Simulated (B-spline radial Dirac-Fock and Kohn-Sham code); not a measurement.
Dipole and non-dipole photoemission parameters of Se 2p1/2

System: the free selenium atom in the configuration [Ar] 3d10 4s2 4p4; threshold 1474.3 eV (tabulated edge). Calculated with a B-spline atomic structure program, using Dirac-Hartree-Slater photoionisation with a Latter tail; cross sections with all multipoles, angular parameters from the dipole term and its interference with E2.

Input of the calculation (task.json; shells as n, l, electrons):

```json
{"items": [{
  "Z": 34,
  "q": 0,
  "cfg": [[1, 0, 2], [2, 0, 2], [2, 1, 6], [3, 0, 2], [3, 1, 6], [3, 2, 10], [4, 0, 2], [4, 1, 4]],
  "A": 80,
  "rrms": 4.14,
  "do": "xps",
  "hv": [60, 68.9, 80.4, 81.4, 89.5, 100, 138.0, 179.0, 180.0, 196.0, 200, 222.0, 375.0, 395.0, 400.0, 434.0, 918.0, 1030.0, 1170.0, 2984.4, 3940.0, 4910.0, 5730.0, 6000, 6060.0, 8047.8, 9230.0, 11800.0, 12000, 15000],
  "edges": {"K": 12658.0, "L1": 1652.0, "L2": 1474.3, "L3": 1433.9, "M1": 229.6, "M2": 166.5, "M3": 160.7}
}]}
```

Launch: `python xray2_run.py task.json out`

For linearly polarised light dσ/dΩ = σ/(4π) [1 + β P₂(cos θ) + (δ + γ cos²θ) sin θ cos φ], with θ from the polarisation vector and φ the angle between the beam and the projection of the electron momentum on the plane normal to the polarisation.

```tsv
hν (eV)	σ (kb)	β	γ	δ
2984.4	33.6	1.438	0.429	0.035
3940	15.2	1.385	0.715	0.051
4910	7.90	1.318	0.927	0.067
5730	?	?	?	?
6000	4.29	1.244	1.112	0.085
6060	4.16	1.240	1.121	0.086
8047.8	1.71	1.121	1.360	0.121
9230	1.10	1.059	1.465	0.142
11800	0.495	0.945	1.643	0.186
12000	0.468	0.937	1.654	0.190
15000	0.222	0.832	1.799	0.239
```

Q: Give the values at 5730 eV.

A: σ = 4.94 kb, β = 1.262, γ = 1.070, δ = 0.081.
